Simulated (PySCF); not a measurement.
**Exercise with solution: oscillator strength and radiative lifetime**

aminosilylcyclopropane (C3H9NSi), SMILES C1(CC1)[SiH2]N.

Coordinates come from a B3LYP-D3(BJ)/def2-SVP optimisation. Other conformers were not sampled.

TDDFT-PBE/def2-SVPD in PySCF puts the first singlet state with f over 0.02 at 5.56 eV (vertical), with the transition dipole (0.366, -0.237, -0.156) in atomic units.

### Question
Find the oscillator strength, the wavelength and the radiative lifetime that this transition would have in vacuum if emission retraced absorption.

### Answer

|μ|² = 0.2145 au, so |μ| = 1.18 D. ΔE = 5.56/27.211 = 0.2043 hartree. f = (2/3) ΔE |μ|² = 0.029 (the program prints 0.029).
λ = 1239.84/5.56 = 223 nm; ν = 44844 cm⁻¹.
Einstein's coefficient A = 0.6670 ν² f s⁻¹ (ν in cm⁻¹) = 3.9e7 s⁻¹, so τ = 1/A = 26 ns. This state is S1. The figure is the radiative limit of this one transition; relaxation, internal conversion, crossing to triplets and a medium change what is measured.
